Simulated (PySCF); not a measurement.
CH3BiCl2, SMILES [CH3][Bi]([Cl])[Cl].

Geometry: B3LYP-D3(BJ)/def2-SVP. The structure was generated by enumeration; whether it is a known compound was not checked. The def2 effective core potentials stand for the cores of Bi; spin–orbit coupling is left out.

Calculation: PBE/def2-TZVP in PySCF.

Symmetry labels are those of the subgroup Cs that the program uses (full group Cs).

Computed valence orbital energies around the gap with their symmetry:
| orbital | symmetry | energy (eV) |
|---|---|---|
| HOMO−7 | A' | -10.31 |
| HOMO−6 | A" | -9.03 |
| HOMO−5 | A' | -8.60 |
| HOMO−4 | A' | -8.06 |
| HOMO−3 | A' | -7.47 |
| HOMO−2 | A" | -7.37 |
| HOMO−1 | A" | -7.30 |
| HOMO | A' | -6.62 |
| LUMO | A' | -2.87 |
| LUMO+1 | A" | -2.48 |
| LUMO+2 | A' | -1.19 |
| LUMO+3 | A' | 0.87 |
